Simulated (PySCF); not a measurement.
PySCF 2.14 output of an unrestricted MN15 calculation on a single atom or ion in aug-cc-pVTZ-PP with one added diffuse shell each of d, f type with ECP28MDF (6s5p5d3f, 67 functions), with a scalar-relativistic core potential:

```
SCF conv_tol = 1e-09
number electrons alpha = 11  beta = 10
    H. S. Yu, X. He, S. L. Li, and D. G. Truhlar.,  Chem. Sci. 7, 5032-5051 (2016)
    H. S. Yu, X. He, S. L. Li, and D. G. Truhlar.,  Chem. Sci. 7, 5032-5051 (2016)
cycle= 1 E= -213.520021496716  delta_E= -0.0141  |g|= 0.121  |ddm|= 0.517
cycle= 2 E= -213.522214150132  delta_E= -0.00219  |g|= 0.08  |ddm|= 0.36
cycle= 3 E= -213.5239539219  delta_E= -0.00174  |g|= 0.000943  |ddm|= 0.151
cycle= 4 E= -213.523955205902  delta_E= -1.28e-06  |g|= 9.92e-05  |ddm|= 0.00863
cycle= 5 E= -213.523955218761  delta_E= -1.29e-08  |g|= 8.85e-06  |ddm|= 0.000843
cycle= 6 E= -213.523955218895  delta_E= -1.34e-10  |g|= 1.34e-06  |ddm|= 9.48e-05
converged SCF energy = -213.523955218895  <S^2> = 0.75254368  2S+1 = 2.0025421
```

The run itself started from symmetry-adapted Hartree-Fock orbitals and held the occupation by maximum overlap, on a logarithmic radial grid, so the iterations belong to that start.

Task: Which element, charge and spin multiplicity is this?

Result: Sn⁺ (tin, charge +1), multiplicity 2; the state was [Kr] 4d10 5s2 5p1, 2P determinant.

Energies and moments cover only the electrons outside the core potential.
